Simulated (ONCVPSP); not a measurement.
Cutoff test, calcium (Ca), ONCV

calcium (Ca), optimised norm-conserving Vanderbilt (ONCV), made with ONCVPSP 4.0.1 (PBE, scalar-relativistic). Core [Ne], reference 3s2 3p6 4s1.75 4p0.25. Waves: 3s+4s: rc 1.55 bohr, ncon 3, nbas 7, qcut 9.4 1/bohr, 2 projectors; 3p+4p: rc 1.85 bohr, ncon 4, nbas 9, qcut 5.9 1/bohr, 2 projectors; d scattering state at 0.41 Ha: rc 1.90 bohr, ncon 5, nbas 9, qcut 5 1/bohr, 2 projectors, debl 0.8 Ha. Local part: polynomial inside 1.20 bohr (lpopt 5, dvloc0 -1 Ha). Core correction: polynomial model core, fcfact 0.15.

In the d channel the program set the typed energies aside and used -0.082, 0.718 Ha.

Question: For each optimised wave give the share of its norm inside rc, the residual kinetic energy above qcut (Ha) and the cutoffs (Ha) for errors of 10, 1, 0.1 and 0.01 mHa per electron.

Answer:

| wave | norm inside rc | residual KE | 10 mHa | 1 mHa | 0.1 mHa | 0.01 mHa |
| --- | --- | --- | --- | --- | --- | --- |
| 3s | 0.832 | 4.4e-08 | 19.5 | 26.0 | 31.5 | 36.0 |
| 4s | 0.033 | 1.1e-08 | 11.7 | 20.4 | 27.0 | 32.6 |
| 3p | 0.872 | 2.2e-05 | 10.3 | 13.3 | 15.9 | 23.1 |
| 4p | 0.022 | 2.6e-06 | 6.1 | 10.0 | 13.3 | 16.0 |
| d projector 1 | 0.489 | 2.7e-02 | 21.3 | 72.4 | 83.8 | 91.8 |
| d projector 2 | 0.212 | 4.6e-02 | 15.6 | 30.6 | 71.2 | 105.4 |

The occupied waves need 26 Ha and 32 Ha for 1 and 0.1 mHa. The cutoffs count occupied waves only; projector 1 of the d channel, the hardest unoccupied one, needs 72 Ha at the loose tolerance.
